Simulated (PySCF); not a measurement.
# AlBH4O2

The system: AlBH4O2, a small molecule; neutral, singlet. The structure, one conformer, was relaxed in the gas phase by PBE0-D3(BJ)/def2-SVP. No frequency run checks that it is a minimum.

SMILES: [BH2][Al]([OH])[OH]

Coordinates in Å:
```
O1      0.381   -1.095    1.472
Al2     0.276   -0.152    0.056
O3      1.570    0.035   -1.037
B4     -1.542    0.829   -0.361
H5      1.115   -1.595    1.829
H6      2.459   -0.321   -1.011
H7     -1.784    1.949    0.034
H8     -2.429    0.322   -1.011
```

Shieldings: GIAO PBE0/pcSseg-2. Shifts are against computed references at the same level: H TMS (σ 31.24 ppm). Core levels by delta-SCF with SCAN, pcX-2 on the ionised atom and pcseg-1 elsewhere, spin-free X2C (2p3/2 is the spin-free 2p value less a third of a first-order spin-orbit splitting); from the vacuum level, for chosen atoms.

Give the shieldings and core levels atom by atom.


```json
{"atoms": "O1 O3", "bonded to": "1 Al + 1 H", "σ (ppm)": "286.6", "δ (ppm)": "-", "core level (eV)": "1s 537.88"}
{"atoms": "Al2", "bonded to": "1 B + 2 O", "σ (ppm)": "443.6", "δ (ppm)": "-", "core level (eV)": "2p3/2 80.32"}
{"atoms": "B4", "bonded to": "1 Al + 2 H", "σ (ppm)": "-31.7", "δ (ppm)": "-", "core level (eV)": "-"}
{"atoms": "H5 H6", "bonded to": "1 O", "σ (ppm)": "29.90", "δ (ppm)": "1.35", "core level (eV)": "-"}
{"atoms": "H7 H8", "bonded to": "1 B", "σ (ppm)": "19.98", "δ (ppm)": "11.27", "core level (eV)": "-"}
```

Values are those of this one static structure; atoms that internal rotation interchanges would show their mean in an NMR spectrum.

Core levels of B4 are left out, their hole states being strongly spin-contaminated.

By CAM-B3LYP/def2-SVPD (TDDFT singlets, Tamm-Dancoff triplets, ionisation by delta-SCF), where does absorption start, and what does vertical ionisation take?

The lowest singlet lies at 3.96 eV (f 0.008), the strongest of the first 6 at 7.09 eV (f 0.178), the lowest triplet at 2.99 eV; vertical ionisation takes 10.62 eV.

The 3 runs behind this took 110 s in all, one thread each of Arm Neoverse N1 on a shared host, launched as `OMP_NUM_THREADS=1 python cluster_run.py task.json out`.
